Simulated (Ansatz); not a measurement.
Reactions of C₂H₇NOSi, SMILES `C1CO[SiH2]N1`.

Calculated with Ansatz (gas phase, PBE0-D4/def2-TZVP geometries, no zero-point term in ΔE). CBS: MP2 limit from def2 TZ/QZ plus the TZ coupled-cluster correction, frozen cores. This one scheme is used for every species, atoms too. Functionals use def2-TZVPP. B3LYP here is the variant with VWN-RPA as its local correlation; programs differ in this. Open shells (•) are unrestricted, without spin–orbit coupling. Spin–orbit coupling would lower the free atoms: a little for C, O, Si. One conformer a species, not always the lowest.

```csv
reaction,B3LYP-D4 (kJ/mol),CCSD(T)/CBS(def2) (kJ/mol)
`C1CO[SiH2]N1` → `C[SiH2]C(N)=O`,59,84
`C1CO[SiH2]N1` → `C/C(O)=N\[SiH3]`,69,89
`C1CO[SiH2]N1` → `N[Si]1(O)CC1`,-8,-11
`C1CO[SiH2]N1` → `CN[SiH2]C=O`,143,162
`C1CO[SiH2]N1` → `C[Si@H]1O[C@@H]1N`,125,132
`C1CO[SiH2]N1` → 2 C• + 7 H• + N• + O• + Si•,4594,4599
`C1CO[SiH2]N1` → `C=NCO[SiH3]`,135,151
`C1CO[SiH2]N1` → `CN(C)[Si]O`,18,31
`C1CO[SiH2]N1` → `CC(=O)[SiH2]N`,73,89
```

Largest T1 diagnostic: 0.015, for `C[SiH2]C(N)=O`.
